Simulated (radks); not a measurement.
Spherical quantum dot in the effective-mass picture: electrons in a hard-walled sphere of radius 1.69, all in effective atomic units (hartree* = m*/eps^2 hartree, bohr* = eps/m* bohr), one dielectric constant everywhere. Calculated with a radial shooting solver with Libxc functionals: non-relativistic Kohn-Sham, LDA (Slater exchange, Perdew-Wang correlation), spin-polarised, spherical densities. Levels are named by radial order and angular momentum (1s, 1p, 1d, 2s, ...), and open shells are averaged over m. Each electron was tried in the lowest free levels, single moves between levels near the top were tried too, and the lowest total energy was kept; such a search can miss a lower state. At N = 1 the Hartree and exchange-correlation terms need not cancel, so that row can carry a self-interaction error.

N	open shells	2S	mu = E(N) - E(N-1) (hartree*)	addition energy mu(N+1) - mu(N) (hartree*)	e(HOMO) (hartree*)	rms radius (bohr*)
1	1s(up 1, down 0)	1	1.7704	0.9770	2.1404	0.9029
2	none	0	2.7474	2.444	3.1283	0.9224
3	1p(up 1, down 0)	1	5.1909	0.7581	5.5644	0.9762
4	1p(up 2, down 0)	2	5.9491	0.7801	6.3370	1.005
5	1p(up 3, down 0)	3	6.7292	1.015	7.1227	1.024
6	1p(up 3, down 1)	2	7.7444	0.7475	8.1136	1.039
7	1p(up 3, down 2)	1	8.4919	0.7660	8.8730	1.051
8	none	0	9.2579	2.794	9.6441	1.061
9	1d(up 1, down 0)	1	12.052	0.7366	12.419	1.076
10	1d(up 2, down 0)	2	12.788	0.7414	13.158	1.089
11	1d(up 3, down 0)	3	13.530	0.7443	13.901	1.099
12	1d(up 4, down 0)	4	14.274	0.7462	14.647	1.109
13	1d(up 5, down 0)	5	15.020	0.9608	15.394	1.117
14	1d(up 5, down 1)	4	15.981	0.7276	16.344	1.124
15	1d(up 5, down 2)	3	16.709	0.7322	17.074	1.131
16	1d(up 5, down 3)	2	17.441	0.7351	17.808	1.136
17	1d(up 5, down 4)	1	18.176	0.7371	18.544	1.142
18	none	0	18.913	2.983	19.282	1.147
19	2s(up 1, down 0)	1	21.896	0.9310	22.366	1.142
20	2s(up 1, down 0) 1f(up 1, down 0)	2	22.827	0.7176	23.186	1.148
21	2s(up 1, down 0) 1f(up 2, down 0)	3	23.545	0.7188	23.904	1.154
22	2s(up 1, down 0) 1f(up 3, down 0)	4	24.263	0.7050	24.660	1.160
23	1f(up 5, down 0)	5	24.968	0.6918	25.300	1.175
24	1f(up 6, down 0)	6	25.660	0.7214	26.021	1.180
25	1f(up 7, down 0)	7	26.382	0.8636	26.742	1.184
26	2s(up 1, down 0) 1f(up 7, down 0)	8	27.245	0.8293	27.717	1.179
27	1f(up 7, down 2)	5	28.075	0.6534	28.371	1.192
28	1f(up 7, down 3)	4	28.728	0.7136	29.085	1.195
29	1f(up 7, down 4)	3	29.441	0.7144	29.799	1.198
30	1f(up 7, down 5)	2	30.156	0.7149	30.513	1.202
31	1f(up 7, down 6)	1	30.871	0.7154	31.228	1.205
32	none	0	31.586	1.046	31.944	1.208
33	2s(up 1, down 0)	1	32.632	1.109	33.103	1.203
34	none	0	33.742	2.861	34.213	1.199
35	1g(up 1, down 0)	1	36.603	0.7020	36.954	1.203
36	1g(up 2, down 0)	2	37.305	0.7024	37.656	1.206
37	1g(up 3, down 0)	3	38.007	0.7028	38.358	1.209
38	1g(up 4, down 0)	4	38.710	0.7030	39.061	1.213
39	1g(up 5, down 0)	5	39.413	-	39.765	1.216

All shells are closed at N = 2, 8, 18, 32, 34 (there: 1s2 1p6 1d10 2s2 1f14); the second difference of the energy has clear peaks (12 % above both neighbours; the first and last values, which can be the largest, are not judged, and half-filled shells can peak too) at N = 2, 5, 8, 13, 18, 34.
